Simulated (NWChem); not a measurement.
System: TaClF4; SMILES [F][Ta]([F])([Cl])([F])[F]

Output (shortened):

```
             Northwest Computational Chemistry Package (NWChem) 7.3.0
             --------------------------------------------------------

 C2V symmetry detected

                             Geometry "geometry" -> ""
                             -------------------------

 Output coordinates in angstroms (scale by  1.889725989 to convert to a.u.)

  No.       Tag          Charge          X              Y              Z
 ---- ---------------- ---------- -------------- -------------- --------------
    1 Ta                  73.0000     0.00000000     0.00000000     0.15053997
    2 F                    9.0000     1.78534026     0.00000000     0.70120083
    3 F                    9.0000     0.00000000     1.79089233     0.68506440
    4 F                    9.0000     0.00000000    -1.79089233     0.68506440
    5 F                    9.0000    -1.78534026     0.00000000     0.70120083
    6 Cl                  17.0000     0.00000000     0.00000000    -2.11424659

 Effective nuclear repulsion energy (a.u.)    1223.2513210605

      Symmetry information
      --------------------

 Group name             C2v
 Group number             16
 Group order               4
 No. of unique centers     4

 Summary of "ao basis" -> "ao basis" (spherical)
 ------------------------------------------------------------------------------
       Tag                 Description            Shells   Functions and Types
 ---------------- ------------------------------  ------  ---------------------
 Ta                         def2-svp                12       32   6s3p2d1f
 F                          def2-svp                 6       14   3s2p1d
 Cl                         def2-svp                 8       18   4s3p1d

      Symmetry analysis of basis
      --------------------------

        a1         44
        a2         12
        b1         25
        b2         25

            General Information
            -------------------
          SCF calculation type: DFT
          Wavefunction type:  closed shell.
          No. of atoms     :     6
          No. of electrons :    66
           Alpha electrons :    33
            Beta electrons :    33
          Charge           :     0
          Spin multiplicity:     1
          Use of symmetry is: on ; symmetry adaption is: on
          Maximum number of iterations: 150
          AO basis - number of functions:   106
                     number of shells:    44
          Convergence on energy requested:  1.00D-06
          Convergence on density requested:  1.00D-05
          Convergence on gradient requested:  5.00D-04

              XC Information
              --------------
                     Hartree-Fock (Exact) Exchange  1.000

      Superposition of Atomic Density Guess
      -------------------------------------

 Sum of atomic energies:        -918.41221955

      Non-variational initial energy
      ------------------------------

 Total energy =    -912.737048
 1-e energy   =   -2029.362020
 2-e energy   =     743.386051
 HOMO         =      -0.466729
 LUMO         =       0.011874

      Symmetry analysis of molecular orbitals - initial
      -------------------------------------------------

  Numbering of irreducible representations:

     1 a1          2 a2          3 b1          4 b2

  Orbital symmetries:

     1 a1          2 a1          3 b1          4 a1          5 b2
     6 a1          7 a1          8 b2          9 b1         10 a1
    11 b2         12 b1         13 a1         14 a1         15 a1
    16 b1         17 b2         18 a1         19 a2         20 a1
    21 a1         22 b2         23 b1         24 a1         25 b1
    26 b2         27 a1         28 b1         29 b2         30 a2
    31 a1         32 b1         33 b2         34 a1         35 b2
    36 b1         37 a2         38 a1         39 b2         40 b1
    41 a1         42 a1         43 a1

     ---------------------------------------------
      Total Density - Mulliken Population Analysis
     ---------------------------------------------

    Atom       Charge   Shell Charges
 -----------   ------   -------------------------------------------------------
    1 Ta  13     9.85   0.03 -0.32  1.76  0.55  0.24  0.04  5.50  0.59  0.11  0.94  0.22  0.17
    2 F    9     9.67   1.99  1.15  0.80  3.57  2.15  0.00
    3 F    9     9.67   1.99  1.15  0.80  3.57  2.16  0.00
    4 F    9     9.67   1.99  1.15  0.80  3.57  2.16  0.00
    5 F    9     9.67   1.99  1.15  0.80  3.57  2.15  0.00
    6 Cl  17    17.47   2.00  1.99  1.22  0.72  5.94  2.19  3.39  0.01

   convergence    iter        energy       DeltaE   RMS-Dens  Diis-err
 ---------------- ----- ----------------- --------- --------- ---------
 d= 0,ls=0.0,diis     1   -913.2085660807 -1.29D+03  1.67D-02  2.63D+00
 d= 0,ls=0.0,diis     2   -913.2840331631 -7.55D-02  7.64D-03  2.21D+00
 d= 0,ls=0.0,diis     3   -913.4874642113 -2.03D-01  4.79D-04  3.23D-03
 d= 0,ls=0.0,diis     4   -913.4879823117 -5.18D-04  1.21D-04  1.38D-04
 d= 0,ls=0.0,diis     5   -913.4880179030 -3.56D-05  5.36D-05  1.52D-05
  Resetting Diis
 d= 0,ls=0.0,diis     6   -913.4880238779 -5.97D-06  2.27D-05  1.78D-06
 d= 0,ls=0.0,diis     7   -913.4880245587 -6.81D-07  4.73D-06  1.66D-07

         Total DFT energy =     -913.488024558734
      One electron energy =    -2029.743724750625
           Coulomb energy =      817.007020793793
    Exchange-Corr. energy =      -73.990241568472
 Nuclear repulsion energy =      373.238920966571

 Numeric. integr. density =        0.000000000000

                  Occupations of the irreducible representations
                  ----------------------------------------------

                     irrep           alpha         beta
                     --------     --------     --------
                     a1               15.0         15.0
                     a2                2.0          2.0
                     b1                8.0          8.0
                     b2                8.0          8.0

                       DFT Final Molecular Orbital Analysis
                       ------------------------------------

 Vector   31  Occ=2.000000D+00  E=-5.997595D-01  Symmetry=a1
              MO Center= -9.7D-16, -1.7D-15, -1.8D+00, r^2= 1.9D+00
   Bfn.  Coefficient  Atom+Function         Bfn.  Coefficient  Atom+Function
  ----- ------------  ---------------      ----- ------------  ---------------
   101      0.547046  6 Cl pz                98      0.418832  6 Cl pz
    18      0.251944  1 Ta d  0              95      0.244963  6 Cl pz
     5      0.211853  1 Ta s                  9      0.204499  1 Ta pz
     3     -0.179888  1 Ta s                 91     -0.169447  6 Cl s
     2      0.109280  1 Ta s                 90      0.099235  6 Cl s

 Vector   32  Occ=2.000000D+00  E=-5.411741D-01  Symmetry=b1
              MO Center= -6.1D-15, -7.8D-16, -1.9D+00, r^2= 1.6D+00
   Bfn.  Coefficient  Atom+Function         Bfn.  Coefficient  Atom+Function
  ----- ------------  ---------------      ----- ------------  ---------------
    99      0.614515  6 Cl px                96      0.451623  6 Cl px
    93      0.260606  6 Cl px                19      0.097607  1 Ta d  1
     7     -0.089172  1 Ta px                36      0.071392  2 F  px
    78      0.071392  5 F  px                39     -0.066488  2 F  px
    81     -0.066488  5 F  px                38     -0.063631  2 F  pz

 Vector   33  Occ=2.000000D+00  E=-5.410266D-01  Symmetry=b2
              MO Center=  7.1D-17, -8.8D-16, -1.9D+00, r^2= 1.6D+00
   Bfn.  Coefficient  Atom+Function         Bfn.  Coefficient  Atom+Function
  ----- ------------  ---------------      ----- ------------  ---------------
   100      0.614689  6 Cl py                97      0.451674  6 Cl py
    94      0.260622  6 Cl py                17     -0.097783  1 Ta d -1
     8     -0.087988  1 Ta py                51      0.069826  3 F  py
    65      0.069826  4 F  py                52     -0.066687  3 F  pz
    66      0.066687  4 F  pz                54     -0.065508  3 F  py

 Vector   34  Occ=0.000000D+00  E= 2.990157D-02  Symmetry=b2
              MO Center= -6.3D-15, -7.9D-15, -1.3D-01, r^2= 2.0D+00
   Bfn.  Coefficient  Atom+Function         Bfn.  Coefficient  Atom+Function
  ----- ------------  ---------------      ----- ------------  ---------------
    17      0.925931  1 Ta d -1             100      0.278581  6 Cl py
    22      0.172676  1 Ta d -1              54      0.171175  3 F  py
    68      0.171175  4 F  py                 8      0.163870  1 Ta py
    97      0.145404  6 Cl py                51     -0.144155  3 F  py
    65     -0.144155  4 F  py                14     -0.135215  1 Ta py

 Vector   35  Occ=0.000000D+00  E= 3.068278D-02  Symmetry=b1
              MO Center= -1.3D-14, -8.0D-15, -1.3D-01, r^2= 2.1D+00
   Bfn.  Coefficient  Atom+Function         Bfn.  Coefficient  Atom+Function
  ----- ------------  ---------------      ----- ------------  ---------------
    19      0.923552  1 Ta d  1              99     -0.281121  6 Cl px
    24      0.177205  1 Ta d  1              39     -0.174643  2 F  px
    81     -0.174643  5 F  px                 7     -0.167538  1 Ta px
    36      0.147157  2 F  px                78      0.147157  5 F  px
    96     -0.146190  6 Cl px                13      0.140393  1 Ta px

 Vector   36  Occ=0.000000D+00  E= 3.997494D-02  Symmetry=a1
              MO Center= -7.0D-15, -8.1D-15,  5.0D-01, r^2= 3.2D+00
   Bfn.  Coefficient  Atom+Function         Bfn.  Coefficient  Atom+Function
  ----- ------------  ---------------      ----- ------------  ---------------
    18      0.781939  1 Ta d  0             101     -0.470557  6 Cl pz
    92     -0.420177  6 Cl s                  6      0.394600  1 Ta s
    23      0.313926  1 Ta d  0               5      0.290714  1 Ta s
     3     -0.184044  1 Ta s                 98     -0.154944  6 Cl pz
    15      0.151420  1 Ta pz                 9     -0.138843  1 Ta pz

     ---------------------------------------------
      Total Density - Mulliken Population Analysis
     ---------------------------------------------

    Atom       Charge   Shell Charges
 -----------   ------   -------------------------------------------------------
    1 Ta  13    10.88   0.04 -0.33  1.83  0.52  0.23 -0.02  5.69  0.51  0.13  1.68  0.29  0.31
    2 F    9     9.46   1.99  1.12  0.84  3.32  2.18  0.00
    3 F    9     9.46   1.99  1.12  0.84  3.32  2.18  0.00
    4 F    9     9.46   1.99  1.12  0.84  3.32  2.18  0.00
    5 F    9     9.46   1.99  1.12  0.84  3.32  2.18  0.00
    6 Cl  17    17.26   2.00  1.99  1.21  0.75  5.94  2.09  3.25  0.02

     -------------------------------------------
      Total Density - Lowdin Population Analysis
     -------------------------------------------

    Atom       Charge   Shell Charges
 -----------   ------   -------------------------------------------------------
    1 Ta  13    12.32   0.00  0.03  1.07  0.80  0.33  0.13  5.04  1.27  0.41  1.61  1.02  0.61
    2 F    9     9.21   1.98  1.02  0.77  3.22  2.22  0.00
    3 F    9     9.21   1.98  1.02  0.77  3.22  2.22  0.00
    4 F    9     9.21   1.98  1.02  0.77  3.22  2.22  0.00
    5 F    9     9.21   1.98  1.02  0.77  3.22  2.22  0.00
    6 Cl  17    16.84   2.00  1.96  1.00  0.74  5.83  2.23  3.06  0.02

     Multipole analysis of the density
     ---------------------------------

     L   x y z        total         alpha         beta         nuclear
     -   - - -        -----         -----         ----         -------
     0   0 0 0      0.000000    -33.000000    -33.000000     66.000000

     1   1 0 0     -0.000000     -0.000000     -0.000000      0.000000
     1   0 1 0      0.000000      0.000000      0.000000     -0.000000
     1   0 0 1     -0.680889      8.193934      8.193934    -17.068757

     2   2 0 0    -46.568696   -125.727322   -125.727322    204.885948
     2   1 1 0      0.000000      0.000000      0.000000      0.000000
     2   1 0 1      0.000000      0.000000      0.000000      0.000000
     2   0 2 0    -46.665846   -126.414045   -126.414045    206.162243
     2   0 1 1     -0.000000     -0.000000     -0.000000     -0.000000
     2   0 0 2    -40.939365   -187.565480   -187.565480    334.191595
```

Level: Hartree-Fock/def2-SVP with def2 effective core potentials on Ta. Geometry: optimised at PBE0/def2-SVP. No frequency run checked for a minimum. def2 effective core potentials on Ta; no spin-orbit coupling.

Question: Which NWChem input produces such a log?

Answer: One answer among several that fit: the input that was run:
```
start job
memory heap 200 mb stack 900 mb global 1100 mb
geometry units angstroms noautoz
  Ta    -0.001935     0.068849     0.000120
  F      0.197211     0.618659     1.774584
  F      1.765481     0.639358    -0.209131
  F     -1.790687     0.567172     0.212348
  F     -0.223076     0.620137    -1.771275
  Cl     0.043891    -2.195465    -0.006269
end
basis spherical
  * library def2-svp
end
ecp
  Ta library def2-ecp
end
dft
  xc hfexch
  iterations 150
  mulliken
end
task dft energy
```
